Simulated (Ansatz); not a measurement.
Consider the cleavage of the B–B bond: `C=CBB(C)S` + CH₃OH → `COB(C)S` + `BC=C`.

Gas-phase electronic energies from Ansatz, PBE0-D4/def2-TZVP geometries. CCSD(T)/CBS adds triple-zeta CCSD(T) − MP2 to the extrapolated MP2 energy (def2 sets, frozen cores). This one scheme is used for every species. Functionals use def2-TZVPP. B3LYP here is the variant with VWN-RPA as its local correlation; programs differ in this. HSE06 is defined as in plane-wave codes. One conformer a species, not always the lowest.

```tsv
level	ΔE (kcal/mol)	difference from CCSD(T)/CBS
LDA (SPW92)	-32.5	0.7
PBE-D4	-30.0	3.2
revPBE-D4	-30.0	3.2
BLYP-D4	-32.6	0.6
r2SCAN-D4	-32.8	0.4
B97M-V	-32.8	0.4
PBE0-D4	-31.0	2.2
B3LYP-D4	-33.3	-0.1
HSE06-D4	-30.9	2.3
BHLYP-D4	-34.7	-1.5
CAM-B3LYP-D4	-34.8	-1.6
ωB97X-V	-33.5	-0.3
ωB97M-V	-34.3	-1.1
B2PLYP	-34.2	-1.0
PBE-QIDH	-33.1	0.1
PBE	-30.1	3.1
BLYP	-32.4	0.8
r2SCAN	-32.9	0.3
PBE0	-31.1	2.1
B3LYP	-33.3	-0.1
r2SCAN0	-33.4	-0.2
HSE06	-31.1	2.1
BHLYP	-35.0	-1.8
CAM-B3LYP	-35.0	-1.8
LC-ωPBE	-32.7	0.5
RPA@PBE/def2-TZVPP	-33.8	-0.6
HF/def2-SVP	-39.0	-5.8
MP2/def2-SVP	-38.2	-5.0
CCSD/def2-SVP	-37.1	-3.9
CCSD(T)/def2-SVP	-37.0	-3.8
HF/def2-TZVPP	-36.5	-3.3
MP2/def2-TZVPP	-34.6	-1.4
SCS-MP2/def2-TZVPP	-34.9	-1.7
CCSD/def2-TZVPP	-33.9	-0.7
CCSD(T)/def2-TZVPP	-33.7	-0.5
HF/def2-QZVPP	-36.5	-3.3
MP2/def2-QZVPP	-34.4	-1.2
SCS-MP2/def2-QZVPP	-34.6	-1.4
HF/CBS(def2)	-36.5	-3.3
MP2/CBS(def2)	-34.1	-0.9
CCSD(T)/CBS	-33.2	0
```

Task: What do rigid-rotor, harmonic-oscillator terms from PBE0-D4/def2-TZVP frequencies (298.15 K, 1 bar) make of the CCSD(T)/CBS value? (Best estimate.)

Result: Ansatz gave: ΔZPE = -0.5 kcal/mol, ΔH = -34.1 kcal/mol, ΔS = -9 J/(mol·K), ΔG = -33.4 kcal/mol. Modes under 50 cm⁻¹ make the entropy rough.

Largest T1 diagnostic among the species: 0.013.

In def2-TZVPP, CCSD(T) changes the Hartree–Fock value by +2.8 kcal/mol (the triples alone add +0.2 kcal/mol) and MP2 by +1.9 kcal/mol. Leaving LDA and LC-ωPBE aside and taking each functional with its dispersion term where it has one, the values spread over 4.8 kcal/mol, from CAM-B3LYP-D4 to PBE-D4. LDA lies −2.4 kcal/mol from PBE without D4. From BLYP to BHLYP (50 % exact exchange), in def2-TZVPP and without D4, ΔE moves by −2.6 kcal/mol.

CCSD(T)/CBS has its own doubt, a few kJ/mol and more with outer-core shells, so smaller differences from it don't rank the levels.
